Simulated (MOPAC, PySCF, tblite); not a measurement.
Potential energy curve for C3H10Si, SMILES C[SiH](C)C. The Si1–C11 bond (Si1 also carries C, C, H; C11 carries H, H, H) is pulled apart rigidly from the PBE0/def2-SVP optimised geometry.

GFN2-xTB, 300 K electronic temperature (tblite); PM7, restricted, heats of formation (MOPAC); RKS-B3LYP/3-21G = restricted B3LYP/3-21G (PySCF 2.14.0); RMP2/6-31G* = restricted MP2 (frozen core)/6-31G*, spherical d in PySCF.

Energies are in kJ/mol, each relative to the lowest point of its own curve near equilibrium.

| R / Å | GFN2-xTB | PM7 | RKS-B3LYP/3-21G | RMP2/6-31G* |
|---|---|---|---|---|
| 1.56 | 250.2 | 115.4 | … | 162.6 |
| 1.66 | 96.8 | 47.4 | 83.6 | 66.3 |
| 1.76 | 26.1 | 11.2 | 26.4 | … |
| 1.85 | … | 0.0 | 3.7 | 1.3 |
| 1.88 | 0.0 | 0.0 | 0.6 | 0.0 |
| 1.95 | 1.4 | 6.2 | 0.0 | 3.3 |
| 2.02 | 10.1 | 19.8 | 6.6 | 13.4 |
| 2.15 | 37.7 | 59.7 | … | … |
| 2.28 | 72.8 | 112.1 | 66.2 | 83.8 |
| 2.51 | 142.5 | 215.0 | 136.0 | 160.9 |
| 2.72 | 206.6 | 304.6 | 199.5 | 229.3 |
| 3.08 | 300.1 | 430.1 | 295.7 | 330.2 |
| 3.50 | 373.9 | 530.9 | 383.2 | 417.3 |
| 3.97 | 417.9 | 601.2 | 453.5 | 477.6 |
| 4.61 | … | 654.8 | 515.4 | 504.8 |
| 5.50 | 443.7 | 696.3 | 558.3 | 463.0 |

Task: Complete the blanks.

Result: 
- 1.56, RKS-B3LYP/3-21G: 190.4
- 1.76, RMP2/6-31G*: 17.6
- 1.85, GFN2-xTB: 2.5
- 2.15, RKS-B3LYP/3-21G: 31.6
- 2.15, RMP2/6-31G*: 44.2
- 4.61, GFN2-xTB: 439.1

The restricted form behind PM7, RKS-B3LYP/3-21G, RMP2/6-31G* keeps the bonding electrons paired and can't separate into open-shell fragments.
